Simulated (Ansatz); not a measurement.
B₄P₅⁻, 9 atoms. Hardware: 4 threads of Arm Neoverse V1 on a shared host.

Correlated methods freeze 29 core orbitals.

Problem. How many basis functions does each of these Ansatz runs have, and roughly what does it cost? HF/def2-TZVPD, charge -1 singlet, energy, from earlier orbitals; r2SCAN-D4/def2-TZVPD, charge -1 singlet, energy, from earlier orbitals; RPA@PBE/def2-SVPD, charge -1 singlet, energy, from earlier orbitals; B97M-V/def2-TZVPD, charge -1 singlet, energy, from earlier orbitals; r2SCAN0-D4/def2-TZVPD, charge -1 singlet, energy, from earlier orbitals; CCSD(T)/def2-SVPD, charge -1 singlet, energy, from earlier orbitals; B3LYP-D4/def2-SVPD, charge -1 singlet, relaxation, 22 steps; PBE-D4/def2-TZVPD, charge -1 singlet, energy and forces, from earlier orbitals; PBE0-D4/def2-TZVPD, charge -1 singlet, energy, from earlier orbitals.

Solution. Other jobs shared the machine, so times can vary by a factor of up to 3.

```csv
run,functions,fitting or Cholesky vectors,wall time,peak host memory (GiB)
"RPA@PBE/def2-SVPD, charge -1 singlet, energy, from earlier orbitals",200,1871,7.5 s,0.6
"PBE-D4/def2-TZVPD, charge -1 singlet, energy and forces, from earlier orbitals",363,2035,11 s,0.94
"HF/def2-TZVPD, charge -1 singlet, energy, from earlier orbitals",363,2703,13 s,1.8
"r2SCAN-D4/def2-TZVPD, charge -1 singlet, energy, from earlier orbitals",363,2035,17 s,0.98
"PBE0-D4/def2-TZVPD, charge -1 singlet, energy, from earlier orbitals",363,2120,22 s,1.7
"r2SCAN0-D4/def2-TZVPD, charge -1 singlet, energy, from earlier orbitals",363,2120,25 s,1.7
"B97M-V/def2-TZVPD, charge -1 singlet, energy, from earlier orbitals",363,2035,32 s,1.1
"CCSD(T)/def2-SVPD, charge -1 singlet, energy, from earlier orbitals",200,1871,73 s,2.5
"B3LYP-D4/def2-SVPD, charge -1 singlet, relaxation, 22 steps",200,2084,2.1 min,0.76
```
